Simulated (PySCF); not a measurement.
Species: C2H12NSi2 (charge +1, singlet). It need not be the lowest isomer of its formula. 
Geometry from a B3LYP-D3(BJ)/def2-TZVP (Ansatz) optimisation:
SMILES: [SiH](C)(C)[NH2+][SiH3]
```xyz
17

Si    -0.8908    -0.0147    -0.5310
C     -1.9659     1.4631    -0.8083
C     -1.3815    -1.1272     0.8619
N      0.8070     0.6923    -0.0395
Si     2.1177    -0.5302     0.4788
H     -0.5152    -0.7270    -1.7646
H     -2.9484     1.1313    -1.1538
H     -1.5629     2.1306    -1.5722
H     -2.1206     2.0332     0.1104
H     -2.3766    -1.5289     0.6536
H     -0.7108    -1.9791     0.9822
H     -1.4416    -0.5913     1.8117
H      1.1543     1.2354    -0.8333
H      1.9835    -1.6258    -0.4898
H      3.3858     0.2054     0.3837
H      1.7358    -0.8929     1.8489
H      0.6766     1.3763     0.7092
```
Charge +1, spin multiplicity 1.

Dispersion corrections to the total energy (kcal/mol) from the dftd3 and dftd4 libraries through PySCF: D3(BJ) without and D4 with the three-body term, each with the damping fitted for the functional named.

```tsv
functional	D3(BJ)	D4
BHLYP	[?]	-10.13
B2PLYP	-8.10	-5.76
B3LYP	-16.90	-13.13
LC-wPBE	-9.48	-9.13
HF	-67.97	[?]
B2GP-PLYP	-6.80	[?]
CAM-B3LYP	-8.03	-7.13
```

Problem. Fill in the missing entries.

Solution. 
- BHLYP, D3(BJ): -13.51
- HF, D4: -27.40
- B2GP-PLYP, D4: -3.54
